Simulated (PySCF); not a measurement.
Compound: C₃H₁₇NOSi₄.
Numbering: `[CH3:1][Si:2]([CH3:3])([CH3:4])[O:5][SiH2:6][N:7]([SiH3:8])[SiH3:9]` (hydrogens: H10, H11, H12 on C1; H13, H14, H15 on C3; H16, H17, H18 on C4; H19, H20 on Si6; H21, H22, H23 on Si8; H24, H25, H26 on Si9)

Structure used (PBE0-D3(BJ)/def2-SVP), in Å, numbered top down from 1:
```xyz
26
C3H17NOSi4 angstrom
C     -1.8362    0.3661   -1.7500
Si    -1.8079    0.0730    0.0999
C     -2.0565    1.6627    1.0487
C     -3.0711   -1.2151    0.5964
O     -0.2882   -0.5043    0.5243
Si     1.0200   -1.4114    0.1055
N      2.3674   -0.3015    0.0626
Si     3.9771   -0.8698   -0.3244
Si     2.0741    1.4025    0.3607
H     -2.8151    0.7537   -2.0743
H     -1.0688    1.1009   -2.0402
H     -1.6418   -0.5653   -2.3048
H     -3.0499    2.0940    0.8476
H     -1.2971    2.4103    0.7726
H     -1.9757    1.4828    2.1321
H     -2.9061   -2.1586    0.0522
H     -4.0955   -0.8747    0.3764
H     -3.0078   -1.4302    1.6745
H      1.2450   -2.4818    1.1198
H      0.8099   -2.0528   -1.2304
H      4.4963   -0.2590   -1.5862
H      3.8892   -2.3521   -0.5074
H      4.9492   -0.5710    0.7706
H      1.1297    1.9993   -0.6332
H      3.3991    2.0822    0.2093
H      1.5525    1.6717    1.7325
```

Computed, not measured: PBE0-D3(BJ)/def2-SVP geometry optimisation, gas phase (PySCF 2.14.0).

Masses are those of the commonest isotopes; rigid-rotor values at the optimised geometry. The values belong to one conformer with, in the numbering `[CH3:1][Si:2]([CH3:3])([CH3:4])[O:5][SiH2:6][N:7]([SiH3:8])[SiH3:9]`, Si2–O5–Si6–N7 118°, O5–Si6–N7–Si8 179°.

Give the principal moments of inertia and the rotational constants in cm⁻¹.

Ia = 326.94, Ib = 1163.02, Ic = 1305.26 u·Å²; 505379 MHz·u·Å²/I gives 1546, 434.5 and 387.2 MHz, that is A = 0.05156, B = 0.01449, C = 0.01292 cm⁻¹.

Classify the top.

A near-prolate asymmetric top; Ray's κ = -0.918.

What does the inertial defect say?

Not planar: Δ = Ic − Ia − Ib = -184.70 u·Å². For a rigid frame Δ = −2 Σ m c², so Σ m c² = 92.35 u·Å² lies off the ab plane: 31.70 from hydrogen and 60.65 from heavier atoms. The atom farthest from that plane is 2.35 Å away.

Give the other two planar moments, Paa and Pbb, and the rms extents of the mass along the axes.

Paa = Σ m a² = (Ib + Ic − Ia)/2 = 1070.67 and Pbb = Σ m b² = (Ia + Ic − Ib)/2 = 234.59 u·Å². With the mass M = 195.04 u, the rms extents √(P/M) along a, b and c are 2.34, 1.10, 0.69 Å.

Where do the levels up to J = 3 lie, in cm⁻¹?

Above 0(0,0):
J = 1: 1(0,1) 0.0274, 1(1,1) 0.0645, 1(1,0) 0.0661
J = 2: 2(0,2) 0.0822, 2(1,2) 0.1177, 2(1,1) 0.1225, 2(2,1) 0.2337, 2(2,0) 0.2337
J = 3: 3(0,3) 0.1642, 3(1,3) 0.1975, 3(1,2) 0.2070, 3(2,2) 0.3159, 3(2,1) 0.3161, 3(3,1) 0.5052, 3(3,0) 0.5052
The levels of one J sum to (2J + 1)J(J + 1)(A + B + C)/3.

Predict some low-J microwave lines.

The dipole components are |μa| = 1.42 D, |μb| = 0.03 D, |μc| = 0.43 D. Intensities carry the squares of the components, which stand as 1.00 : 0.00 : 0.09 (a : b : c). Some lines, for components of 0.1 D or more:

```
type  branch         J(Ka,Kc)   MHz  lower level (cm⁻¹)
   a       R  1(0,1) ← 0(0,0)   822               0.000
   c       Q  2(1,2) ← 2(0,2)  1065               0.082
   c       Q  1(1,1) ← 1(0,1)  1111               0.027
   a       R  2(1,2) ← 1(1,1)  1596               0.064
   a       R  2(0,2) ← 1(0,1)  1642               0.027
   a       R  2(1,1) ← 1(1,0)  1691               0.066
   c       R  1(1,0) ← 0(0,0)  1980               0.000
   c       R  2(1,1) ← 1(0,1)  2849               0.027
   c       Q  2(2,1) ← 2(1,1)  3334               0.122
   c       R  2(2,0) ← 1(1,0)  5026               0.066
   c       R  2(2,1) ← 1(1,1)  5072               0.064
```

Estimate the classical rotational partition function at 25 K, 50 K and 200 K.

Point group C1, symmetry number σ = 1; q = (√π/σ)·√((kT/h)³/(ABC)), k/h = 20836.6 MHz/K: 41300 at 25 K, 117000 at 50 K, 935000 at 200 K.

Stationary, but not proved a minimum. No vibrational averaging or centrifugal distortion is included, and the geometry carries the error of its method. A rigid rotor knows nothing of internal rotation, which can split or shift real lines. Quadrupole hyperfine structure (14N) is left out.
